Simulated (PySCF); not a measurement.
Si(Cl)(H)2(OAc) (C2H5ClO2Si), SMILES CC(=O)O[SiH2]Cl. Heavy atoms are numbered as in [SiH2:1]([Cl:2])[O:3][C:4]([CH3:5])=[O:6]. Hydrogens are named by the atom that carries them.

Coordinates come from a PBE0-D3(BJ)/def2-SVP optimisation. Other conformers were not sampled.

Computed with PBE/def2-TZVP in PySCF.

Atomic charges (e), one atom of each kind:

| atom | IAO | Löwdin |
|---|---|---|
| Si1 (SiH2) | 0.96 | -0.11 |
| Cl2 | -0.29 | 0.25 |
| O3 | -0.57 | 0.16 |
| C4 | 0.51 | -0.55 |
| C5 (CH3) | -0.48 | -0.27 |
| O6 | -0.42 | 0.15 |
| H on Si1 | -0.11 | -0.03 |
| H on C5 | 0.18 | 0.15 |

Computed Mayer and Wiberg (Löwdin basis) orders of the bonds:
```
bond     Mayer  Wiberg
-------  -----  ------
Si1–Cl2   1.21    1.89
Si1–O3    1.05    1.38
O3–C4     1.12    1.66
C4–C5     1.01    1.28
C4–O6     2.05    2.67
```
